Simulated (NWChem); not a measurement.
System meant: CH6InNO; SMILES C[O][InH][NH2]

Input file for NWChem:

```
start job
memory heap 200 mb stack 900 mb global 1100 mb
geometry units angstroms noautoz
  In    -0.423119     0.451521     0.013969
  H     -1.898517     1.284383     0.179635
  O     -0.480144    -1.549773     0.140555
  C      0.635113    -2.371866     0.045761
  H      1.542322    -1.968159     0.543594
  H      0.423727    -3.346500     0.525692
  H      0.919751    -2.593708    -1.004320
  N      1.469412     1.145073    -0.122318
  H      1.653482     2.099438    -0.412322
  H      2.209041     0.531950    -0.448994
end
basis spherical
  * library def2-svp
end
ecp
  In library def2-ecp
end
dft
  xc xpbe96 cpbe96
  iterations 4
  mulliken
end
task dft energy
```

End of the output:

```
    Atom       Charge   Shell Charges
 -----------   ------   -------------------------------------------------------
    1 In  21    20.63   1.38  0.54  0.65  0.37  3.03  2.85  1.06  0.46  9.35  0.93
    2 H    1     1.08   0.58  0.48  0.03
    3 O    8     8.27   1.97  0.92  0.62  2.70  2.04  0.02
    4 C    6     5.93   1.96  0.57  0.30  1.80  1.16  0.13
    5 H    1     1.01   0.66  0.29  0.06
    6 H    1     0.99   0.66  0.28  0.06
    7 H    1     1.00   0.66  0.29  0.06
    8 N    7     7.21   1.97  0.72  0.46  2.19  1.84  0.02
    9 H    1     0.94   0.60  0.21  0.13
   10 H    1     0.94   0.59  0.21  0.13

 center of mass
 --------------
 x =  -0.12014916 y =   0.14376096 z =   0.00395516

 moments of inertia (a.u.)
 ------------------
         635.501478050948          -0.000000000000          -0.000000000000
          -0.000000000000         258.812305210673           0.000000000000
          -0.000000000000           0.000000000000         881.850994914153

     Multipole analysis of the density
     ---------------------------------

     L   x y z        total         alpha         beta         nuclear
     -   - - -        -----         -----         ----         -------
     0   0 0 0      0.000000    -24.000000    -24.000000     48.000000

     1   1 0 0      0.613702     -8.071424     -8.071424     16.756550
     1   0 1 0      0.551480     12.997446     12.997446    -25.443411
     1   0 0 1     -0.299152     -0.225780     -0.225780      0.152409

     2   2 0 0    -31.365168    -86.195429    -86.195429    141.025691
     2   1 1 0     -1.060599     -6.320416     -6.320416     11.580234
     2   1 0 1     -1.186653      0.406312      0.406312     -1.999278
     2   0 2 0    -31.323596   -184.245098   -184.245098    337.166600
     2   0 1 1     -0.619450     -0.235579     -0.235579     -0.148292
     2   0 0 2    -31.478351    -18.783987    -18.783987      6.089623

 ------------------------------------------------------------------------
 dft energy failed                                                                                  0
 ------------------------------------------------------------------------
 ------------------------------------------------------------------------
  current input line :
    26: task dft energy
 ------------------------------------------------------------------------
 ------------------------------------------------------------------------
 This type of error is most commonly associated with calculations not reaching convergence criteria
 ------------------------------------------------------------------------
 For more information see the NWChem manual at https://nwchemgit.github.io

0:dft energy failed:Received an Error in Communication
```

Question: Can this run be used? If not, why, and what is the fix?

Answer: Convergence was not reached. Cause: the SCF was allowed too few iterations. This input runs:
```
start job
memory heap 200 mb stack 900 mb global 1100 mb
geometry units angstroms noautoz
  In    -0.423119     0.451521     0.013969
  H     -1.898517     1.284383     0.179635
  O     -0.480144    -1.549773     0.140555
  C      0.635113    -2.371866     0.045761
  H      1.542322    -1.968159     0.543594
  H      0.423727    -3.346500     0.525692
  H      0.919751    -2.593708    -1.004320
  N      1.469412     1.145073    -0.122318
  H      1.653482     2.099438    -0.412322
  H      2.209041     0.531950    -0.448994
end
basis spherical
  In library def2-svp
  H library def2-svp
  O library def2-svp
  C library def2-svp
  N library def2-svp
end
ecp
  In library def2-ecp
end
dft
  xc xpbe96 cpbe96
  iterations 150
  mulliken
end
task dft energy
```
It converges to -361.46945 Ha (PBE/def2-SVP with def2 effective core potentials on In).
